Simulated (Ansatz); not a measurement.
`[CH3][Al]1[CH2][SiH2]1` → `[CH2]1[AlH][SiH2]1` + `[CH2]` (triplet) at 400 K and 1 bar (formal loss of a carbene).

Isolated molecules relaxed with PBE0-D4/def2-TZVP in Ansatz; ΔE leaves out vibrations. CCSD(T)/CBS is the MP2 limit (def2-TZVPP, def2-QZVPP) plus CCSD(T) − MP2 in def2-TZVPP, frozen cores. This one scheme is used for every species. Triplets are unrestricted, without spin–orbit coupling.

```json
{"species": "`[CH3][Al]1[CH2][SiH2]1`", "CCSD(T)/CBS energy (Eh)": "-611.36603", "H − E (kJ/mol)": "236.1", "S (J/(mol·K))": "391.7"}
{"species": "`[CH2]1[AlH][SiH2]1`", "CCSD(T)/CBS energy (Eh)": "-572.08710", "H − E (kJ/mol)": "151.2", "S (J/(mol·K))": "330.2"}
{"species": "`[CH2]` (triplet)", "CCSD(T)/CBS energy (Eh)": "-39.09499", "H − E (kJ/mol)": "59.0", "S (J/(mol·K))": "205.7"}
```

H − E and S are ideal-gas, rigid-rotor, harmonic terms from PBE0-D4/def2-TZVP, for one conformer and one mirror image of each species, with the whole ground term of open shells counted as degenerate. 1 Eh = 2625.50 kJ/mol, R = 8.31446 J/(mol·K).

Task: By hand: ΔE, ΔH, ΔS and ΔG.

Result: ΔE = (-572.08710) + (-39.09499) − (-611.36603) = 0.18394 Eh = 482.9 kJ/mol. Δ(H − E) = 151.2 + 59.0 − 236.1 = -25.9, so ΔH = 457.0 kJ/mol. ΔS = 330.2 + 205.7 − 391.7 = 144.2 J/(mol·K). ΔG = 457.0 − 400 × (144.2)/1000 = 399.3 kJ/mol.

Task: By hand: the equilibrium constant, and the temperature at which ΔG would vanish if ΔH and ΔS stayed fixed.

Result: log₁₀ K = −ΔG/(RT ln 10) = -52.1. ΔG = 0 at ΔH/ΔS = 3169 K, far beyond where these terms or the molecules hold.

The number of gas molecules changes by +1, which sets the sign of ΔS. A doubt of 5 kJ/mol in ΔE shifts log₁₀ K by 0.7 here. Other conformers and mirror images would add mixing entropy, several J/(mol·K) or more a flexible species. Modes under 60 cm⁻¹, often nearly free rotors, make the harmonic entropy too high. A triplet takes part, so the spin changes. These are equilibria of isolated gas molecules and say nothing of rates. Largest T1 diagnostic: 0.013 (customary marks: 0.02 for closed shells, 0.045 for open ones).
